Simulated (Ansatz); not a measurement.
`[OH][Sc]([F])[F]` and `[OH][Sc]([OH])[F]` differ in one atom or group.

Ansatz, PBE0-D4/def2-TZVP geometries, multiplicity 1. Each molecule was computed in one conformer, which needn't be the lowest.

Scalar relativity is left out up to krypton.

```csv
property,`[OH][Sc]([F])[F]`
LUMO energy (ωB97M-V/def2-TZVPP) / eV,-0.62
LUMO energy (PBE0/def2-TZVPP) / eV,-2.16
LUMO energy (B3LYP/def2-TZVPP) / eV,-2.59
HOMO–LUMO gap (PBE/def2-TZVPP) / eV,4.52
HOMO–LUMO gap (PBE0/def2-TZVPP) / eV,7.15
"ideal-gas entropy at 298 K and 1 bar (rigid rotor, harmonic PBE0-D4/def2-TZVP) / J/(mol·K)",322
```

(1) Give the same properties after the change, and the shifts. (Best estimate.)

Results:

(1) Ansatz gave: 
| property | `[OH][Sc]([OH])[F]` | shift |
| --- | --- | --- |
| LUMO energy (ωB97M-V/def2-TZVPP) / eV | -0.26 | 0.36 |
| LUMO energy (PBE0/def2-TZVPP) / eV | -1.74 | 0.42 |
| LUMO energy (B3LYP/def2-TZVPP) / eV | -2.15 | 0.44 |
| HOMO–LUMO gap (PBE/def2-TZVPP) / eV | 4.42 | -0.10 |
| HOMO–LUMO gap (PBE0/def2-TZVPP) / eV | 7.03 | -0.12 |
| ideal-gas entropy at 298 K and 1 bar (rigid rotor, harmonic PBE0-D4/def2-TZVP) / J/(mol·K) | 335 | 13 |

With PBE0 the HOMO rises by 0.55 eV and the LUMO rises by 0.42 eV, so the gap narrows by about 0.13 eV. PBE moves the HOMO by 0.51 eV and ωB97M-V by 0.57 eV. The zero-point energy changes by 27.8 kJ/mol with +3 modes.

B3LYP here is the variant with VWN-RPA as its local correlation; programs differ in this.
